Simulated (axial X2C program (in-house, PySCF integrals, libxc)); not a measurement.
**Potential curves of MnTe, without spin–orbit coupling**

Calculated with an axial X2C code built on PySCF integrals. Spin-free means the one-electron spin-free X2C Hamiltonian. Basis: Te dyall-cv3z [11s12p8d4f1g], Mn dyall-cv3z [9s10p6d3f2g] (cores contracted in-house); Gaussian nuclei, density fitting, unrestricted open shells. Masses: Te 129.906 u, Mn 54.938 u.

State: M_S = 5/2, Λ = 0 (beyond evenly filled blocks: σα, π+α, π-α, δ+α, δ-α). Energies in eV from the fragments at the same level (Te + Mn). Fits are polynomials in 1 − R0/R over 0.85 to 1.23 times the lowest point R0.

```
 R (Å)   PBEsol     PBE0
2.1028  -2.6293  -1.4208
2.1995  -3.0680  -1.9398
2.2720  -3.2291  -2.1538
2.3445  -3.2850  -2.2568
2.4170  -3.2622  -2.2762
2.5016  -3.1635  -2.2212
2.5862  -3.0110  -2.1079
2.6950  -2.7653  -1.9081
2.8279  -2.4273  -1.6217
```

The state is one determinant whose occupation by symmetry is held fixed; it was picked as the lowest of a PBE0 search that is not exhaustive. Dissociation energies refer to the lowest single-determinant-based atoms at the same level and basis. The determinant is spin-polarised beyond a pure state at some levels (its spin-free form has ⟨S²⟩ too high), which makes Re and μ there less reliable. Spin-free De lacks the spin–orbit lowering of the heavy p-block atom, a tenth of an eV or more for 4p and 5p, up to an eV for 6p and one to two eV for 7p atoms, less what an open-shell molecule gains itself.

Question: What are Re, ωe and De at the PBEsol level?

Answer: At PBEsol, spin-free: Re = 2.357 Å, ωe ≈ 316 cm⁻¹, De = 3.29 eV to Te + Mn; Be follows as 0.0786 cm⁻¹.

Question: What are Re, ωe and De at the PBE0 level?

Answer: At PBE0, spin-free: Re = 2.400 Å, ωe ≈ 298 cm⁻¹, De = 2.28 eV to Te + Mn; Be follows as 0.0758 cm⁻¹.
